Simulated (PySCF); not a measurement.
C₄H₅FO. Atoms are numbered in the order given.

```xyz
11

F     -0.0150    -2.1034     0.0000
C      0.0373    -0.7689     0.0000
C      1.1372    -0.0043     0.0000
O      0.8669     1.3317     0.0000
C     -0.5759     1.4828     0.0000
C     -1.2029     0.0694     0.0000
H      2.1897    -0.2867     0.0000
H     -0.8498     2.0673     0.8925
H     -0.8498     2.0673    -0.8925
H     -1.8320    -0.1226     0.8880
H     -1.8320    -0.1226    -0.8880
```

The structure is a stationary point at r2SCAN-D4/def2-SVP. The geometry has at least one imaginary mode, so it is a saddle point at that level. Other conformers were not sampled.

The numbers are results of CAM-B3LYP/def2-TZVP (PySCF), not measurements.

Isolated molecule, no solvent.

The total energy is -330.45263 hartree, the point group is Cs and the highest occupied level is -7.40 eV. The lowest empty level is 1.82 eV. The orbital gap is 9.22 eV, the dipole moment is 1.56 D and the quadrupole, principal values (traceless, Buckingham form, about the centre of nuclear charge) comes out as -7.40, 0.57, 6.83 D·Å. The mean static polarisability comes out as 47.9 bohr³ (7.10 Å³) and the polarisability, principal values comes out as 37.1, 50.8, 55.7 bohr³.
